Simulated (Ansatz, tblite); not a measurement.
Removing an electron: cyclo-(H2SnCH2)4 (C₄H₁₆Sn₄). The state is a singlet with charge 0. Geometry: PBE-D4/def2-SVP. Ansatz, gas phase; energy differences of separate SCF runs; the oxidised species was run as a doublet alone.

| atom | x (Å) | y (Å) | z (Å) |
| --- | --- | --- | --- |
| Sn1 | -2.5296 | 0.3107 | -0.2836 |
| H2 | -3.7403 | 1.4797 | 0.1402 |
| H3 | -3.2809 | -1.0041 | -1.1357 |
| C4 | -1.0435 | 1.2363 | -1.5743 |
| Sn5 | 0.3286 | -0.1467 | -2.5389 |
| H6 | -0.4672 | -0.8672 | -3.9026 |
| H7 | 1.7383 | 0.7078 | -3.0883 |
| C8 | 0.9392 | -1.7028 | -1.1470 |
| Sn9 | 2.2982 | -1.0560 | 0.4217 |
| H10 | 2.2819 | -2.2043 | 1.7258 |
| H11 | 3.9035 | -0.9590 | -0.2306 |
| C12 | 1.7027 | 0.8921 | 1.1844 |
| Sn13 | -0.0986 | 0.8927 | 2.4015 |
| H14 | 0.3031 | 0.3474 | 3.9994 |
| H15 | -0.7467 | 2.5022 | 2.4951 |
| C16 | -1.5964 | -0.4262 | 1.5363 |
| H17 | -0.4626 | 1.9658 | -0.9737 |
| H18 | -1.5746 | 1.8005 | -2.3678 |
| H19 | 0.0291 | -2.1360 | -0.6841 |
| H20 | 1.4399 | -2.5077 | -1.7228 |
| H21 | 2.5327 | 1.2929 | 1.8012 |
| H22 | 1.5609 | 1.5776 | 0.3240 |
| H23 | -1.1231 | -1.4080 | 1.3310 |
| H24 | -2.3946 | -0.5878 | 2.2891 |

In the def2 sets Sn takes a core potential; there is no spin–orbit coupling. The xTB rows come from tblite. HOMO above LUMO, or a gap near zero within one spin, warns that the state may not be the lowest or that an electron is smeared out.

Problem. Estimate orbital energies and vertical ionisation energies at: GFN1-xTB; GFN2-xTB; PBE-D4/def2-SVP; PBE0-D4/def2-SVP.

Solution. 
| level | −HOMO (eV) | vertical IE (eV) | −LUMO (eV) | HOMO–LUMO gap (eV) | remarks |
| --- | --- | --- | --- | --- | --- |
| GFN1-xTB | 11.50 | 13.49 | 6.14 | 5.36 | – |
| GFN2-xTB | 11.45 | 13.30 | 6.53 | 4.92 | – |
| PBE-D4/def2-SVP | 6.60 | 8.59 | 0.71 | 5.89 | gap within one spin near zero (+1 doublet) |
| PBE0-D4/def2-SVP | 7.73 | 9.13 | -0.01 | 7.74 | – |

Relaxing the oxidised species (PBE-D4/def2-SVP) changes its energy by -0.26 eV at PBE-D4/def2-SVP, so the adiabatic ionisation energy to this nearest minimum is 8.33 eV. At PBE0-D4/def2-SVP it is 8.84 eV.    Raw xTB energy differences between charge states are shifted by several eV; the methods need an empirical correction for them.
